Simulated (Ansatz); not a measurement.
Reaction (cleavage of the Al–B bond): `O[B](F)[AlH][F]` + `C=C(O)[SiH3]` → `C=C([SiH3])[O][AlH][F]` + `OBF`

Computed with Ansatz on PBE0-D4/def2-TZVP structures; ΔE is electronic, products minus reactants. CBS: MP2 limit from def2 TZ/QZ plus the TZ coupled-cluster correction, frozen cores. This one scheme is used for every species. Functionals use def2-TZVPP. B3LYP here is the variant with VWN-RPA as its local correlation; programs differ in this. Each species was taken in one conformer, which may not be the lowest.

`O[B](F)[AlH][F]`:

Z-matrix (Å, degrees):
```
B
F 1 1.331
Al 1 2.153 2 122.1
O 1 1.351 2 115.5 3 180.0
F 3 1.661 1 111.0 2 -179.8
H 3 1.580 1 132.2 2 0.1
H 4 0.961 1 113.4 2 -180.0
```

`C=C(O)[SiH3]`:

Z-matrix (Å, degrees):
```
Si
C 1 1.875
H 1 1.489 2 109.7
H 1 1.489 2 109.7 3 -117.4
H 1 1.482 2 109.4 3 121.3
O 2 1.368 1 119.8 3 58.7
C 2 1.332 1 121.2 3 -121.3
H 6 0.960 2 110.6 1 -0.0
H 7 1.085 2 121.4 1 180.0
H 7 1.081 2 120.3 1 -0.0
```

`C=C([SiH3])[O][AlH][F]`:

Cartesian coordinates in Å:
```
C -1.710 -0.731 -0.822
C -0.592 -0.250 -0.281
Si 1.046 -1.159 -0.415
O -0.609 0.927 0.393
Al 0.331 2.032 1.239
F -0.455 3.344 1.833
H -2.652 -0.198 -0.740
H -1.696 -1.670 -1.359
H 1.565 -1.452 0.950
H 2.045 -0.291 -1.096
H 0.860 -2.420 -1.174
H 1.869 1.868 1.472
```

`OBF`:

Z-matrix (Å, degrees):
```
B
O 1 1.344
F 1 1.332 2 120.3
H 1 1.192 2 120.1 3 -180.0
H 2 0.963 1 113.4 3 -0.0
```

```csv
level,ΔE (kJ/mol),difference from CCSD(T)/CBS
PBE-D4,-150.7,21.8
B3LYP-D4,-174.5,-2.0
ωB97X-V,-167.0,5.5
ωB97M-V,-171.1,1.4
PBE,-147.8,24.7
MP2/def2-TZVPP,-183.4,-10.9
CCSD/def2-TZVPP,-175.8,-3.3
CCSD(T)/def2-TZVPP,-173.4,-0.9
HF/def2-QZVPP,-190.9,-18.4
SCS-MP2/def2-QZVPP,-182.3,-9.8
CCSD(T)/CBS,-172.5,0
```

Largest T1 diagnostic among the species: 0.014.

From PBE to PBE0 (25 % exact exchange), in def2-TZVPP and without D4, ΔE moves by −8.8 kJ/mol. The D4 term adds −4.5 kJ/mol with B3LYP and −2.7 kJ/mol with PBE0; it sums over pairs of atoms, weighted by their polarisabilities, and B3LYP, whose exchange is more repulsive, gets the larger term.
